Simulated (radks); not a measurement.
Ca III, 18 electrons, occupied as [He] 2s2 2p5 3s2 3p6 3d1 (not the ground configuration).

All-electron calculation, scalar-relativistic Kohn-Sham, PBE, spin-polarised, spherical densities, point nucleus; open shells are filled with parallel spins first. Program: a radial shooting solver on a logarithmic mesh with Libxc functionals.

Energy parts (eV):
| part | energy |
|---|---|
| total | -18146.515 |
| kinetic | 18272.559 |
| electron-nucleus | -42586.091 |
| Hartree | 7101.987 |
| exchange-correlation | -934.970 |

Orbitals (lengths in bohr, moments of r in powers of bohr):
orbital  occ.  eigenvalue (eV)     <r^2>   <1/r>
1s up       1        -4019.397  0.007936   19.74
1s down     1        -4016.712  0.007926   19.75
2s up       1        -462.4214    0.1512   4.130
2s down     1        -457.2802    0.1519   4.118
2p up       3        -386.5857    0.1254   4.038
2p down     2        -380.7899    0.1264   4.027
3s up       1         -68.2048     1.401   1.273
3s down     1         -66.8513     1.412   1.267
3p up       3         -48.5295     1.640   1.158
3p down     3         -47.1908     1.662   1.150
3d up       1         -19.3554     2.841  0.8743
3d down     0         -18.2160     2.946  0.8587
4s up       0         -15.7322     10.99  0.4215
4p up       0         -11.8048     14.84  0.3613

The highest occupied level is 3d up at -19.355 eV. Spin moment in Bohr magnetons: 2. Summed over all electrons, <r^2> = 16.51 bohr^2, which gives a Langevin (diamagnetic) susceptibility term of -13.1 x 10^-6 cm^3/mol.

Run on one thread of a shared host, so times are rough (Arm Neoverse N1): 0.2 s of CPU time, 0.2 s wall, 14 iterations on 2486 mesh points.
